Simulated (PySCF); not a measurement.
# How methods differ on the excitation energy of S²⁺

S²⁺ [Ne] 3s2 3p2 (3P) → S²⁺ [Ne] 3s1 3p2 3d1 (high-spin determinant), as a difference of total energies. Calculation: PySCF 2.14, in aug-cc-pV(Q+d)Z (7s6p5d3f2g, 89 functions); the non-relativistic Hamiltonian (point nucleus). Correlated levels: valence: [Ne] frozen. The calculations carry no spin-orbit coupling.

```csv
method,excitation energy (eV)
UHF,22.086
LDA,22.747
PBE,22.574
PBE0,22.743
r2SCAN,22.270
wB97M-V,23.265
PW91,22.575
B3LYP,23.196
MP2 (valence),23.260
SCS-MP2 (valence),23.911
```

Problem. How much does correlation contribute at MP2 (valence)?

Solution. 23.260 − (22.086) = 1.174 eV, measured against UHF.

A first-order spin-orbit estimate (lowest level to lowest level, LS coupling) adds 0.016 eV.

The promoted electron is Rydberg-like, and one or two diffuse shells describe it only roughly, which tends to raise the upper state.

The determinant of the upper state mixes LS terms, which raises its energy above the lowest term, most at the Hartree-Fock and MP2 levels.
